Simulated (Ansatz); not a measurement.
Mulliken charges of `CO[SiH]F` radical from r2SCAN/def2-TZVPP in Ansatz (PBE0-D4/def2-TZVP geometry).

```csv
atom,x (Å),y (Å),z (Å),charge (e)
C1,-0.158,1.182,-0.082,0.009
O2,-0.450,-0.090,0.459,-0.351
Si3,-0.086,-1.539,-0.190,0.529
F4,1.494,-1.643,-0.449,-0.314
H5,-0.606,1.304,-1.073,0.060
H6,0.921,1.337,-0.159,0.073
H7,-0.577,1.935,0.586,0.068
H8,-0.446,-2.542,0.853,-0.073
```

Question: By hand: the dipole of these point charges (1 e Å = 4.8032 D).

Answer: Σ q r = (-0.334, 0.237, -0.220) e Å, of length 0.465 e Å = 2.23 D.

Question: How does the dipole of the full density compare? (Estimate.)

Answer: The calculation gave: (-0.141, 0.262, -0.077) e Å, 1.48 D; the point charges give 1.51 times that, at 28° from its direction.

Point charges leave out the atoms' own dipoles, such as those of lone pairs, and Mulliken's split depends on the basis, so the two needn't agree.
